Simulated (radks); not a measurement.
Q: Ge3+, 29 electrons, occupied as [Ar] 3d10 4s1. Method: Dirac Kohn-Sham, PBE, spin-unpolarised, spherical densities, finite nucleus; Fermi nuclear charge, rms radius 4.0742 fm; computed with a radial shooting solver on a logarithmic mesh with Libxc functionals. Some entries of the table are withheld. Estimate them.

orbital,occ.,eigenvalue (eV),r(max) (bohr)
1s1/2,2,-10992.39,(1)
2s1/2,2,-1405.270,(2)
2p1/2,2,-1253.770,0.1392
2p3/2,4,-1221.889,0.1421
3s1/2,2,-202.4402,(3)
3p1/2,2,-152.4641,0.5376
3p3/2,4,-148.1855,0.5461
3d3/2,4,-63.4412,0.5018
3d5/2,6,-62.8488,0.5046
4s1/2,1,-40.4504,1.620
4p1/2,0,-30.3226,1.849
4p3/2,0,-29.9404,1.875

A: 
(1) 1s1/2 r(max) (bohr): 0.03073
(2) 2s1/2 r(max) (bohr): 0.1761
(3) 3s1/2 r(max) (bohr): 0.5426
